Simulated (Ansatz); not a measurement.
`[CH3][Mo](=[O])(=[O])[OH]` + H–F → `[CH3][Mo](=[O])(=[O])[F]` + H₂O  (ligand exchange at a Mo–O bond)

Program: Ansatz. Geometries: PBE0-D4/def2-TZVP. ΔE: electronic, gas phase. CCSD(T)/CBS adds triple-zeta CCSD(T) − MP2 to the extrapolated MP2 energy (def2 sets, frozen cores). This one scheme is used for every species. DFT in def2-TZVPP. B3LYP here is the variant with VWN-RPA as its local correlation; programs differ in this. def2 core potentials past Kr. For Mo outer-core shells are correlated without core-valence functions, which leaves a few kJ/mol of doubt a bond. One conformer a species, not always the lowest.

`[CH3][Mo](=[O])(=[O])[OH]`:

Z-matrix (Å, degrees):
```
C
Mo 1 2.100
H 1 1.093 2 108.9
H 1 1.092 2 110.1 3 119.8
H 1 1.093 2 109.3 3 -120.2
O 2 1.676 1 105.6 3 -62.2
O 2 1.676 1 105.9 3 -178.6
O 2 1.867 1 108.5 3 58.6
H 8 0.960 2 126.1 1 111.0
```

H–F:

Cartesian coordinates in Å:
```
F -0.058 0.166 -0.425
H 0.058 -0.166 0.425
```

`[CH3][Mo](=[O])(=[O])[F]`:

```xyz
8

C    -0.193   -0.610   -0.895
Mo    0.173    0.548    0.808
O    -1.334    0.966    1.394
O     0.894   -0.484    1.904
F     1.220    2.002    0.365
H    -0.809   -1.476   -0.647
H    -0.715    0.006   -1.632
H     0.765   -0.952   -1.297
```

H₂O:

Cartesian coordinates in Å:
```
O 0.201 -0.333 -0.010
H -0.243 0.103 -0.740
H 0.042 0.230 0.750
```

Is it downhill or uphill in electronic energy at CCSD(T)/CBS, and by how much? (Best estimate.)

Computed: Downhill: ΔE = -5.5 kcal/mol.

What do these levels give: BLYP-D4, B3LYP-D4, r2SCANh-D4, PBE, B3LYP, CAM-B3LYP, LC-ωPBE, MP2/def2-SVP, HF/def2-TZVPP, SCS-MP2/def2-TZVPP, CCSD(T)/def2-TZVPP, SCS-MP2/def2-QZVPP? (An estimate is asked.)

The calculation gave: BLYP-D4 -6.8, B3LYP-D4 -6.4, r2SCANh-D4 -6.8, PBE -7.2, B3LYP -7.2, CAM-B3LYP -7.2, LC-ωPBE -7.7, MP2/def2-SVP -6.0, HF/def2-TZVPP -7.1, SCS-MP2/def2-TZVPP -5.9, CCSD(T)/def2-TZVPP -5.3, SCS-MP2/def2-QZVPP -6.1 kcal/mol.

What do rigid-rotor, harmonic-oscillator terms from PBE0-D4/def2-TZVP frequencies (298.15 K, 1 bar) make of the CCSD(T)/CBS value? (Best estimate.)

Ansatz gave: ΔZPE = +0.6 kcal/mol, ΔH = -5.0 kcal/mol, ΔS = 8 J/(mol·K), ΔG = -5.5 kcal/mol.

Largest T1 diagnostic among the species: 0.025, so the coupled-cluster value is less sure than usual.

From r2SCAN to r2SCAN0 (25 % exact exchange), in def2-TZVPP and without D4, ΔE moves by +0.8 kcal/mol. Leaving LDA and LC-ωPBE aside and taking each functional with its dispersion term where it has one, the values, not all of them listed here, spread over 2.2 kcal/mol, from B97M-V to PBE-QIDH. LDA lies +1.8 kcal/mol from PBE without D4. The D4 term adds +0.9 kcal/mol with B3LYP and +0.5 kcal/mol with PBE0; it sums over pairs of atoms, weighted by their polarisabilities, and B3LYP, whose exchange is more repulsive, gets the larger term.
